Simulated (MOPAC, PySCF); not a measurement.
H$_{6}$In$_{2}$Se$_{2}$, SMILES `[SeH+]1[InH2-][SeH+][InH2-]1`, neutral singlet in the gas phase. 

Cartesian coordinates (Å):
SMILES: [InH2-]1[SeH+][InH2-][SeH+]1
```xyz
10

Se     0.2243    -1.4169    -1.3787
In    -1.7856     0.2676    -0.5895
Se    -0.1973     1.5419     1.2418
In     1.8870     0.2029     0.0745
H      0.0086    -2.3657    -0.2783
H     -2.9037    -0.6780     0.2982
H     -1.9402     1.3856    -1.8763
H     -0.4040     0.5304     2.2866
H      2.5907    -0.7748     1.2916
H      2.5203     1.3070    -1.0699
```
Charge 0, multiplicity 1.

All levels are single points at this geometry (CAM-B3LYP-D3(BJ)/def2-SVP); Pople sets use spherical d functions. Orbital energies aren't observables, and empty levels follow the basis.

```tsv
level	HOMO (eV)	LUMO (eV)	gap (eV)	dipole (D)	vertical IE, Delta-SCF (eV)
CAM-B3LYP-D3(BJ)/def2-TZVP in PySCF	-8.69	-0.21	8.48	1.05	9.33
PBE-D3(BJ)/def2-TZVP in PySCF	-6.46	-1.64	4.82	1.02	8.81
TPSSh-D3(BJ)/def2-TZVP in PySCF	-6.97	-1.20	5.76	1.03	9.11
B3LYP/LANL2DZ in PySCF	-7.49	-1.09	6.40	1.57	–
BP86/6-31G* (LANL2DZ on In) in PySCF	-6.69	-1.64	5.05	1.38	–
PBE/6-31G* (LANL2DZ on In) in PySCF	-6.59	-1.62	4.96	1.40	9.01
SVWN5/6-31G* (LANL2DZ on In) in PySCF	-6.69	-1.78	4.90	1.51	9.10
HF/6-31G* (LANL2DZ on In) in PySCF	-10.08	1.49	11.57	1.31	9.60
PM7 in MOPAC	-8.72	-0.34	8.38	1.50	–
```
